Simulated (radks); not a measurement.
Results of a calculation; reference values are marked as such.
All-electron atom: Ba2+ in [Kr] 4d10 5s2 5p5 4f1 (not the ground configuration). Code: a radial shooting solver on a logarithmic mesh with Libxc functionals. Model: non-relativistic Kohn-Sham, PBE, spin-polarised, spherical densities, point nucleus; open shells are filled with parallel spins first (spin-orbit coupling, left out, can overturn this in heavy ions); relativity is left out, which matters for an element this heavy.

Radial electron density D(r) = 4 pi r^2 rho(r):

```
   r/bohr * D(r) (the largest magnitude, 93.6, reaches the edge; | marks zero)
 0.003673 |       *
 0.004208 |         *
  0.00486 |            *
 0.005568 |              *
  0.00643 |                 *
 0.007367 |                     *
 0.008508 |                         *
 0.009748 |                            *
  0.01126 |                                *
    0.013 |                                    *
   0.0149 |                                      *
   0.0172 |                                        *
  0.01971 |                                         *
  0.02276 |                                        *
  0.02608 |                                       *
  0.03012 |                                     *
   0.0345 |                                    *
  0.03985 |                                    *
  0.04602 |                                      *
  0.05272 |                                          *
  0.06089 |                                               *
  0.06976 |                                                   *
  0.08056 |                                                      *
   0.0923 |                                                     *
   0.1066 |                                                 *
   0.1221 |                                             *
    0.141 |                                         *
   0.1629 |                                        *
   0.1866 |                                           *
   0.2155 |                                              *
   0.2469 |                                             *
   0.2852 |                                        *
   0.3267 |                               *
   0.3773 |                     *
   0.4323 |                *
   0.4992 |                *
   0.5765 |                  *
   0.6605 |                  *
   0.7628 |                *
    0.874 |            *
    1.009 |        *
    1.156 |     *
    1.335 |    *
     1.53 |   *
    1.767 |  *
    2.041 |  *
    2.338 | *
      2.7 |*
    3.093 *
    3.573 *
    4.093 *
    4.727 *
    5.416 *
    6.254 *
```

D(r) has 4 maxima, at r = 0.0199, 0.0839, 0.228, 0.645 bohr, and minima at 0.0368, 0.154, 0.468 bohr, inside which lie 1.99, 11.39, 28.99 electrons.
